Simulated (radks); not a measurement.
Results of a calculation; reference values are marked as such.
Problem. These are the eigenvalues of the occupied orbitals of an atom or ion with whole-number occupations (hartree). Level of theory: scalar-relativistic Kohn-Sham, r2SCAN, spin-polarised, spherical densities, finite nucleus; meta-GGA in the generalised Kohn-Sham scheme; Fermi nuclear charge, rms radius of each element as measured or else 0.836 A^(1/3) + 0.57 fm (a radial shooting solver on a logarithmic mesh with Libxc functionals).

orbital  eigenvalue
1s down   -730.0212
1s up     -730.0205
2s up     -103.5327
2s down   -103.5072
2p up     -92.45595
2p down   -92.43768
3s up     -17.79226
3s down   -17.78379
3p up     -14.12892
3p down   -14.11791
3d up      -8.19025
3d down    -8.16927
4s up      -2.45627
4s down    -2.33355
4p up      -1.48775
4p down    -1.34682
5s up      -0.17936
4d up      -0.17709

Which element is it, and in what charge state? The configuration may be excited. Open shells, if any, are filled with parallel spins first.

Solution. Z = 42, molybdenum, charge 0: Mo in [Kr] 4d5 5s1. The list shows which subshells hold electrons but not how many an open one holds; the 1s level, -730.02 hartree, gives Z - s = 38.2 by -(Z - s)^2/2, which with screening and relativity narrows Z to a few neighbours, and the depths of the outer levels then fix element, charge and occupations together.
